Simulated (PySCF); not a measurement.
Computed shifts of a molecule C₈H₆, B3LYP/pcSseg-1 (PySCF), GIAO, gas phase, equivalent atoms averaged, in ppm (number of nuclei): ¹³C: 148.9 (2), 135.2 (2), 132.4 (1), 128.0 (2), 114.5 (1). ¹H: 8.82 (2), 6.73 (2), 6.72 (2). References: ¹³C against TMS (σ = 181.3 ppm); ¹H against TMS (σ = 31.68 ppm), references at their B3LYP-D3(BJ)/def2-TZVP geometries, non-relativistic. Geometry: B3LYP-D3(BJ)/def2-SVP. Other conformers were not sampled.

Q: Which molecule gave these data?
A. C#C/C=C\C=C\C#C
B. C1=CC2=CC=CC2=C1
C. C1=CC(=C2C=C2)C=C1
D. C#CC1(C#C)C=CC1

A: C, C1=CC(=C2C=C2)C=C1
